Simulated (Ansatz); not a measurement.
Stepwise reaction of `[F][Ti]([Cl])([Cl])[Br]` with hydrogen fluoride, as a gas-phase model of exchange steps in deposition or etching. ΔE in kJ/mol; ΔG adds harmonic PBE0-D4 terms to CCSD(T)/CBS, at 1 bar.

Computed with Ansatz on PBE0-D4/def2-TZVP structures; ΔE is electronic, products minus reactants. CCSD(T)/CBS is the MP2 limit (def2-TZVPP, def2-QZVPP) plus CCSD(T) − MP2 in def2-TZVPP, frozen cores. This one scheme is used for every species. Functionals use def2-TZVPP. B3LYP here is the variant with VWN-RPA as its local correlation; programs differ in this. For Br, Ti outer-core shells are correlated without core-valence functions, which leaves a few kJ/mol of doubt a bond. Scalar relativity is left out up to krypton.

```json
{"step": "1", "reaction": "`[F][Ti]([Cl])([Cl])[Br]` + H–F → `[F][Ti]([F])([Cl])[Br]` + HCl", "PBE-D4": "-20.5", "B3LYP-D4": "-20.3", "ωB97M-V": "-25.1", "CCSD(T)/CBS": "-8.3", "ΔG(500 K)": "-14.2"}
{"step": "2", "reaction": "`[F][Ti]([F])([Cl])[Br]` + H–F → `[F][Ti]([F])([F])[Br]` + HCl", "PBE-D4": "-21.6", "B3LYP-D4": "-21.7", "ωB97M-V": "-26.0", "CCSD(T)/CBS": "-11.2", "ΔG(500 K)": "-12.5"}
```

By hand: ΔE of the 2 steps together at CCSD(T)/CBS.

(-8.3) + (-11.2) = -19.5 kJ/mol, or -9.8 kJ/mol a step.

In ΔE the steps differ by no more than 2.9 kJ/mol. All are downhill at CCSD(T)/CBS. ΔG lies between -14.2 and -12.5 kJ/mol a step. PBE-D4 differs from CCSD(T)/CBS by -12.2 to -10.4 kJ/mol a step. Only this route is followed, and other bonds may react first. Isolated molecules leave out the surface, adducts and barriers. Largest T1 diagnostic: 0.023.
